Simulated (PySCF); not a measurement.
## Dipole moment and polarisability of `CBC(F)=C(F)F`

C3H4BF3.
Geometry (PBE0-D3(BJ)/def2-SVP, Å), atoms numbered from 1 in this order:
```
atom  x, y, z in Å
C1    -1.6865   -0.3842    0.6721
B2    -0.2130   -0.5754    0.1991
C3     0.6288    0.5929   -0.3269
F4     0.1233    1.8401   -0.3806
C5     1.8961    0.4742   -0.7814
F6     2.5992    1.4634   -1.2475
F7     2.5639   -0.6402   -0.8088
H8    -2.0723    0.6389    0.5696
H9    -1.7702   -0.6935    1.7297
H10   -2.3469   -1.0801    0.1252
H11    0.3165   -1.6620    0.2314
```

Level: PBE0/def2-SVPD (PySCF), static field, nuclei fixed, core orbitals frozen in the response. The polarisability tensor in these axes (au):

```
x    72.61   5.06 -13.22
y     5.06  52.89  -4.51
z   -13.22  -4.51  45.00
```

What are the eigenvalues, a third of the trace, and Δα (Δα² = ½Σ(αi − αj)² over the three pairs)?

Principal values 39.27, 51.77 and 79.46 au; mean 56.83 au = 8.42 Å³ = 9.37 × 10⁻⁴⁰ C²·m²/J; Δα = 35.62 au (63 % of the mean).

What is the dipole moment, and where does it point?

(-0.24, -0.80, 0.24) D, 0.87 D in size, pointing from the negative to the positive side. Measured along this direction, the outermost atoms are F6 at the negative end and H10 and H9 at the positive end.

What depolarisation ratio follows for Rayleigh scattering of linearly polarised light, taking the static tensor?

ρ = 3Δα²/(45ᾱ² + 4Δα²) = 3807.2/(145349 + 5076.2) = 0.0253.

Sum over states: ᾱ = Σ f/ω², ω in Eh. What share falls to these 10 lowest TDDFT singlets (eV, f)? 5.43, 0.3151; 5.79, 0.0019; 6.18, 0.0024; 6.89, 0.0126; 7.63, 0.0035; 7.95, 0.0038; 8.08, 0.0002; 8.29, 0.0827; 8.63, 0.0116; 8.91, 0.0264.

They add up to 9.54 au, 16.8 % of the 56.83 au; the largest single term is 7.91 au, from the state at 5.43 eV. Terms in order: 7.91, 0.04, 0.05, 0.20, 0.04, 0.04, 0.00, 0.89, 0.11, 0.25 au. Higher excitations give the rest. The strengths listed sum to 0.460.

Give the eigenvalues of the traceless quadrupole moment Θ = ½Σq(3rr − r²1), origin at the centre of nuclear charge.

-5.08, 2.43, 2.65 D·Å. The values depend on the origin, since the dipole doesn't vanish. The electronic extent ⟨r²⟩ about the same centre is 854 bohr², a root-mean-square distance of 2.10 Å for the 54 electrons.

One conformer (not necessarily the lowest) at the PBE0-D3(BJ)/def2-SVP geometry, without solvent, vibrations or thermal averaging.
